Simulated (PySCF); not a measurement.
C₂H₆Cl₂Sn, charge -1, doublet, geometry from GFN2-xTB of the parent state (such geometries of metal compounds can be far from the true shape) (a state made from the parent by changing its charge; the spin is typed, not shown lowest) (all electrons, no relativity) (a gas-phase anion, which may not be bound at this level); M062X/STO-3G (PySCF).

PySCF was given this input:
```python
from pyscf import gto, scf, dft

mol = gto.M(
    atom='''
C     1.80274258   -1.51892946    0.13022470
Sn   -0.01552912   -0.26777656   -0.05001192
C    -1.95844921   -1.15908069   -0.62853208
Cl    0.45401961    1.44019862   -1.56676734
Cl   -0.32257777    0.82263295    1.98839743
H     1.64728004   -2.25891613    0.90564891
H     2.63055354   -0.87076108    0.39427872
H     1.99607754   -2.00130122   -0.82002828
H    -2.68555220   -0.35840678   -0.70224067
H    -2.26178223   -1.86871977    0.13139445
H    -1.85039202   -1.65314243   -1.58632442
''',
    basis='sto-3g',
    charge=-1,
    spin=1,
    verbose=5,
)

mf = dft.ROKS(mol)
mf.xc = 'm062x'
mf.kernel()
```

Write the output that PySCF gives for this input, abridged.


```
PySCF version 2.14.0

[INPUT] verbose = 5
[INPUT] max_memory = 4000
[INPUT] num. atoms = 11
[INPUT] num. electrons = 103
[INPUT] charge = -1
[INPUT] spin (= nelec alpha-beta = 2S) = 1
[INPUT] symmetry False subgroup None
[INPUT] Mole.unit = angstrom
[INPUT] Symbol           X                Y                Z      unit          X                Y                Z       unit  Magmom
[...]
[INPUT] ---------------- BASIS SET ----------------
[INPUT] l, kappa, [nprim/nctr], expnt,             c_1 c_2 ...
[INPUT] C
[...]
                                13.045096         0.53532814
                                3.5305122         0.44463454
[...]
                                0.6834831         0.39951283
                                0.2222899         0.70011547
[...]
                                0.6834831         0.60768372
                                0.2222899         0.39195739
[INPUT] Cl
[...]
                                109.5358542       0.5353281423
                                29.64467686       0.4446345422
[...]
                                9.053563477       0.3995128261
                                2.944499834       0.7001154689
[...]
                                0.5940934274      0.2255954336
                                0.232524141       0.900398426
[...]
                                9.053563477       0.6076837186
                                2.944499834       0.3919573931
[...]
                                0.5940934274      0.5951670053
                                0.232524141       0.462001012
[INPUT] H
[...]
                                0.62391373        0.53532814
                                0.1688554         0.44463454
[INPUT] Sn
[...]
                                978.2371611       0.5353281423
                                264.7491522       0.4446345422
[...]
                                109.6946243       0.3995128261
                                35.67609636       0.7001154689
[...]
                                18.043066         0.2175436044
                                6.96157579        0.9166769611
[...]
                                2.174045204       0.0576109534
                                0.9570200509      1.115578745
[...]
                                0.3357601616      -0.1972567438
                                0.1483111678      1.375495512
[...]
                                109.6946243       0.6076837186
                                35.67609636       0.3919573931
[...]
                                18.043066         0.5777664691
                                6.96157579        0.4846460366
[...]
                                2.174045204       0.5852047641
                                0.9570200509      0.543944204
[...]
                                0.3357601616      0.629032369
                                0.1483111678      0.6662832743
[...]
                                18.043066         0.6555473627
                                6.96157579        0.286573259
[...]
                                2.174045204       0.6686785577
                                0.9570200509      0.3052468245

nuclear repulsion = 743.59372328344
number of shells = 33
number of NR pGTOs = 183
number of NR cGTOs = 61
basis = sto-3g
ecp = {}

******** <class 'pyscf.dft.roks.ROKS'> ********
method = ROKS
initial guess = minao
damping factor = 0
level_shift factor = 0
DIIS = <class 'pyscf.scf.diis.CDIIS'>
diis_start_cycle = 1
diis_space = 8
diis_damp = 0
SCF conv_tol = 1e-09
SCF conv_tol_grad = None
SCF max_cycles = 50
direct_scf = True
direct_scf_tol = 1e-13
num. doubly occ = 51  num. singly occ = 1
XC library pyscf.dft.libxc version 7.1.2
    S. Lehtola, C. Steigemann, M. J. T. Oliveira, and M. A. L. Marques,  SoftwareX 7, 1–5 (2018)
XC functionals = m062x
    Y. Zhao and D. G. Truhlar,  Theor. Chem. Acc. 120, 215 (2008)
    Y. Zhao and D. G. Truhlar,  Theor. Chem. Acc. 120, 215 (2008)
radial grids:
    Treutler-Ahlrichs [JCP 102, 346 (1995); DOI:10.1063/1.469408] (M4) radial grids

becke partition: Becke, JCP 88, 2547 (1988); DOI:10.1063/1.454033
pruning grids: <function nwchem_prune>
grids dens level: 3
symmetrized grids: False
atomic radii adjust function: <function treutler_atomic_radii_adjust>
small_rho_cutoff = 0
Set gradient conv threshold to 3.16228e-05
atom C rad-grids = 75, ang-grids = [ 50  50  50  50  50  50  50  50  50  50  50  50  50  50  50  50  50  50
  50  50  50  50  86  86  86  86  86  86  86  86  86  86 266 266 266 266
 266 266 302 302 302 302 302 302 302 302 302 302 302 302 302 302 302 302
 302 302 302 302 266 266 266 266 266 266 266 266 266 266 266 266 266 266
 266 266 266]
atom Sn rad-grids = 95, ang-grids = [ 50  50  50  50  50  50  50  50  50  50  50  50  50  50  50  50  50  50
  50  50  50  50  50  50  50  50  50  50  50  50  86  86  86  86  86  86
  86  86  86  86  86  86  86  86  86  86 350 350 350 350 350 350 350 350
 350 350 350 434 434 434 434 434 434 434 434 434 434 434 434 434 434 434
 434 434 434 434 434 434 434 434 350 350 350 350 350 350 350 350 350 350
 350 350 350 350 350]
atom Cl rad-grids = 80, ang-grids = [ 50  50  50  50  50  50  50  50  50  50  50  50  50  50  50  50  50  50
  50  50  50  50  50  50  86  86  86  86  86  86  86  86  86  86  86  86
  86 350 350 350 350 350 350 350 350 350 434 434 434 434 434 434 434 434
 434 434 434 434 434 434 434 434 434 434 350 350 350 350 350 350 350 350
 350 350 350 350 350 350 350 350]
atom H rad-grids = 50, ang-grids = [ 50  50  50  50  50  50  50  50  50  50  50  50  50  50  50  86  86  86
  86 266 266 266 266 266 302 302 302 302 302 302 302 302 302 302 302 302
 302 266 266 266 266 266 266 266 266 266 266 266 266 266]
tot_boxes 3825, boxes in each direction [15 13 13]
Padding 6 grids
tot grids = 146808
nelec by numeric integration = [50.27525209 50.27525209]
E1 = -11007.924518607557  E2 = 3326.533218020266  Ecoul = 3555.3256597897966  Exc = -228.7924417695308
init E= -6937.79757730385
[...]
[-1.02295764e+03 -1.50399963e+02 -1.42950827e+02 -1.42950616e+02
 -1.42950400e+02 -1.01220966e+02 -1.01220491e+02 -2.79216171e+01
 -2.52260200e+01 -2.52250315e+01 -2.52239433e+01 -1.72496590e+01
 -1.72495245e+01 -1.72486922e+01 -1.72478910e+01 -1.72477415e+01
 -1.01262645e+01 -1.01262529e+01 -9.28226189e+00 -9.28172958e+00
 -6.97141868e+00 -6.97089368e+00 -6.96497510e+00 -6.96483762e+00
 -6.96454348e+00 -6.96438188e+00 -4.07844253e+00 -2.94854862e+00
 -2.94428499e+00 -2.93916556e+00 -5.87260043e-01 -5.83591433e-01
 -5.61017318e-01 -5.57059813e-01 -4.74025388e-01 -4.71821118e-01
 -4.68332748e-01 -4.65445276e-01 -4.65100682e-01 -2.60043553e-01
 -2.55699917e-01 -2.54394881e-01 -2.52815032e-01 -2.23576667e-01
 -1.20654856e-01 -1.13575321e-01 -1.12088169e-01 -6.39863647e-02
 -5.99450462e-02 -5.94299514e-02 -4.64094679e-02  3.24736058e-01
  4.04247563e-01  4.33104518e-01  5.20097895e-01  7.30011734e-01
  7.33810187e-01  7.33903934e-01  7.38903734e-01  7.40490388e-01
  7.41028357e-01]
nelec by numeric integration = [52.00000024 51.00000055]
E1 = -11121.596393763062  E2 = 3423.210575992251  Ecoul = 3655.1999031201067  Exc = -231.98932712785566
cycle= 7 E= -6954.79209448737  delta_E= -1.26e-07  |g|= 0.00017  |ddm|= 0.00254
[...]
                  Roothaan           | alpha              | beta
  Highest 2-occ = -0.0463904382838134 | -0.0532304345172706 | -0.0395554421129244
  Lowest 0-occ =   0.404246574589584 |  0.387742280587267 |    0.4207510950301
  1-occ =          0.324755966307384 |  0.246584171148718 |  0.402911203317657
  Roothaan mo_energy =
[-1.02295765e+03 -1.50399965e+02 -1.42950830e+02 -1.42950618e+02
 -1.42950403e+02 -1.01220872e+02 -1.01220390e+02 -2.79216187e+01
 -2.52260224e+01 -2.52250326e+01 -2.52239447e+01 -1.72496609e+01
 -1.72495262e+01 -1.72486943e+01 -1.72478922e+01 -1.72477428e+01
 -1.01263387e+01 -1.01263203e+01 -9.28217458e+00 -9.28163703e+00
 -6.97133048e+00 -6.97080012e+00 -6.96488847e+00 -6.96475116e+00
 -6.96445054e+00 -6.96428929e+00 -4.07844339e+00 -2.94855112e+00
 -2.94428313e+00 -2.93916734e+00 -5.87202092e-01 -5.83536037e-01
 -5.61058343e-01 -5.57101993e-01 -4.74024306e-01 -4.71824027e-01
 -4.68334965e-01 -4.65437735e-01 -4.65101928e-01 -2.60089504e-01
 -2.55738474e-01 -2.54442140e-01 -2.52853851e-01 -2.23567626e-01
 -1.20608849e-01 -1.13573424e-01 -1.12069068e-01 -6.39260963e-02
 -5.98997183e-02 -5.93685803e-02 -4.63904383e-02  3.24755966e-01
  4.04246575e-01  4.33092004e-01  5.20096897e-01  7.29962709e-01
  7.33761592e-01  7.33858991e-01  7.38855702e-01  7.40454452e-01
  7.40994810e-01]
nelec by numeric integration = [52.00000024 51.00000055]
E1 = -11121.596777627516  E2 = 3423.2109598371335  Ecoul = 3655.2002995987436  Exc = -231.98933976161027
cycle= 8 E= -6954.79209450694  delta_E= -1.96e-08  |g|= 3.01e-05  |ddm|= 0.000632
[...]
                  Roothaan           | alpha              | beta
  Highest 2-occ = -0.0463870705382232 | -0.0532224511337079 | -0.0395545427377262
  Lowest 0-occ =    0.40424816931469 |  0.387743717763909 |  0.420753027257343
  1-occ =          0.324760109517137 |  0.246592133099312 |  0.402924007273537
  Roothaan mo_energy =
[-1.02295764e+03 -1.50399957e+02 -1.42950822e+02 -1.42950609e+02
 -1.42950394e+02 -1.01220858e+02 -1.01220373e+02 -2.79216108e+01
 -2.52260147e+01 -2.52250247e+01 -2.52239368e+01 -1.72496531e+01
 -1.72495183e+01 -1.72486865e+01 -1.72478842e+01 -1.72477349e+01
 -1.01263513e+01 -1.01263406e+01 -9.28216082e+00 -9.28162180e+00
 -6.97131654e+00 -6.97078468e+00 -6.96487488e+00 -6.96473762e+00
 -6.96443519e+00 -6.96427402e+00 -4.07843653e+00 -2.94854456e+00
 -2.94427581e+00 -2.93916074e+00 -5.87190757e-01 -5.83524769e-01
 -5.61066290e-01 -5.57110202e-01 -4.74017217e-01 -4.71817563e-01
 -4.68329059e-01 -4.65430628e-01 -4.65096127e-01 -2.60097221e-01
 -2.55747654e-01 -2.54450097e-01 -2.52862860e-01 -2.23565025e-01
 -1.20599973e-01 -1.13572751e-01 -1.12065094e-01 -6.39153100e-02
 -5.98915168e-02 -5.93574461e-02 -4.63870705e-02  3.24760110e-01
  4.04248169e-01  4.33093337e-01  5.20098948e-01  7.29953750e-01
  7.33753706e-01  7.33849598e-01  7.38846885e-01  7.40445974e-01
  7.40985723e-01]
nelec by numeric integration = [52.00000024 51.00000055]
E1 = -11121.596845279142  E2 = 3423.2110274880306  Ecoul = 3655.2003736027323  Exc = -231.9893461147015
cycle= 9 E= -6954.79209450767  delta_E= -7.29e-10  |g|= 4.3e-06  |ddm|= 0.000179
[...]
                  Roothaan           | alpha              | beta
  Highest 2-occ = -0.0463870157594753 | -0.0532203485683416 | -0.0395536829335058
  Lowest 0-occ =   0.404248193187277 |   0.38774338129233 |  0.420753004794004
  1-occ =           0.32476019528278 |  0.246593630561799 |  0.402926757978611
  Roothaan mo_energy =
[-1.02295764e+03 -1.50399957e+02 -1.42950821e+02 -1.42950609e+02
 -1.42950394e+02 -1.01220858e+02 -1.01220373e+02 -2.79216106e+01
 -2.52260145e+01 -2.52250245e+01 -2.52239367e+01 -1.72496529e+01
 -1.72495182e+01 -1.72486863e+01 -1.72478840e+01 -1.72477347e+01
 -1.01263562e+01 -1.01263360e+01 -9.28216095e+00 -9.28162131e+00
 -6.97131667e+00 -6.97078417e+00 -6.96487507e+00 -6.96473780e+00
 -6.96443465e+00 -6.96427349e+00 -4.07843643e+00 -2.94854446e+00
 -2.94427570e+00 -2.93916065e+00 -5.87190694e-01 -5.83524657e-01
 -5.61066361e-01 -5.57110264e-01 -4.74017113e-01 -4.71817469e-01
 -4.68328970e-01 -4.65430553e-01 -4.65096050e-01 -2.60097312e-01
 -2.55747705e-01 -2.54450195e-01 -2.52862903e-01 -2.23564981e-01
 -1.20599902e-01 -1.13572737e-01 -1.12065052e-01 -6.39152082e-02
 -5.98915056e-02 -5.93572611e-02 -4.63870158e-02  3.24760195e-01
  4.04248193e-01  4.33093288e-01  5.20098945e-01  7.29953630e-01
  7.33753123e-01  7.33850025e-01  7.38846787e-01  7.40445955e-01
  7.40985628e-01]
nelec by numeric integration = [52.00000024 51.00000055]
E1 = -11121.596846072967  E2 = 3423.211028281883  Ecoul = 3655.2003745708394  Exc = -231.98934628895654
Extra cycle  E= -6954.79209450764  delta_E= 2.73e-11  |g|= 4.63e-06  |ddm|= 1.9e-05
converged SCF energy = -6954.79209450764
```
